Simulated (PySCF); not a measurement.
r2SCAN on Sc (scandium, neutral), [Ar] 3d1 4s1 5s1, high-spin 4D determinant (an excited configuration). Calculation: PySCF 2.14, in aug-cc-pVDZ-DK (7s6p4d2f, 59 functions); the spin-free X2C one-electron Hamiltonian (Gaussian nucleus).

```
cycle= 1 E= -763.992962386605  delta_E= -0.0075  |g|= 0.0675  |ddm|= 2.05
cycle= 2 E= -763.992127651254  delta_E= 0.000835  |g|= 0.0705  |ddm|= 1.63
cycle= 3 E= -763.996075656136  delta_E= -0.00395  |g|= 0.0204  |ddm|= 0.975
cycle= 4 E= -763.996530678636  delta_E= -0.000455  |g|= 0.00159  |ddm|= 0.264
cycle= 5 E= -763.996611539681  delta_E= -8.09e-05  |g|= 0.00111  |ddm|= 0.127
cycle= 6 E= -763.996640797721  delta_E= -2.93e-05  |g|= 0.000942  |ddm|= 0.118
cycle= 7 E= -763.996642103594  delta_E= -1.31e-06  |g|= 0.000244  |ddm|= 0.0118
cycle= 8 E= -763.996643102427  delta_E= -9.99e-07  |g|= 6.15e-05  |ddm|= 0.0225
cycle= 9 E= -763.996643154855  delta_E= -5.24e-08  |g|= 3.3e-05  |ddm|= 0.00521
cycle= 10 E= -763.996643156479  delta_E= -1.62e-09  |g|= 5.67e-06  |ddm|= 0.00167
cycle= 11 E= -763.996643157305  delta_E= -8.26e-10  |g|= 4.69e-07  |ddm|= 0.000685
converged SCF energy = -763.996643157305  <S^2> = 3.7507798  2S+1 = 4.0003899
```

Highest occupied orbital energy: -1.377 eV; ⟨L²⟩ = 8.60; populations by l: s 7.57, p 12.00, d 1.43, f 0.00.

Problem. Can this result be used?

Solution. Not for this state. The run converged. ⟨L²⟩ = 8.60 against 6 for a pure D term, so this real determinant mixes terms. The outer electron is Rydberg-like, and this basis confines it to a smaller radius and binds it less than a complete one would. The s, p, d and f populations moved away from the nominal configuration during the SCF.
